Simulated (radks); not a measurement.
Q: Species: Zr19+. Configuration: [Ar] 3d3. All-electron calculation, scalar-relativistic Kohn-Sham, BLYP, spin-polarised, spherical densities, finite nucleus; open shells are filled with parallel spins first (spin-orbit coupling, left out, can overturn this in heavy ions); Fermi nuclear charge, rms radius 4.2694 fm. Program: a radial shooting solver on a logarithmic mesh with Libxc functionals. Some entries of the table are withheld. Estimate them.

orbital,occ.,eigenvalue (eV),<r^2> (bohr^2),<1/r> (bohr^-1)
1s up,1,-18514.50,0.001853,41.25
1s down,1,-18514.46,0.001853,41.25
2s up,1,-3154.241,0.03086,9.285
2s down,1,-3147.689,0.03078,9.300
2p up,3,-2889.302,0.02428,9.040
2p down,3,-2884.394,0.02419,9.053
3s up,1,-991.1957,0.2043,3.441
3s down,1,-982.8392,0.2055,3.425
3p up,3,-904.9853,0.2009,3.316
3p down,3,-896.4163,0.2024,3.299
3d up,3,-775.4320,0.1701,3.142
3d down,0,-765.3747,0.1721,3.129
4s up,0,(1),0.8450,(2)
4s down,0,(3),0.8542,(4)
4p up,0,-434.7212,0.8832,1.582
4p down,0,-432.0895,0.8939,1.570

A: 
(1) 4s up eigenvalue (eV): -467.0372
(2) 4s up <1/r> (bohr^-1): 1.645
(3) 4s down eigenvalue (eV): -464.3255
(4) 4s down <1/r> (bohr^-1): 1.633
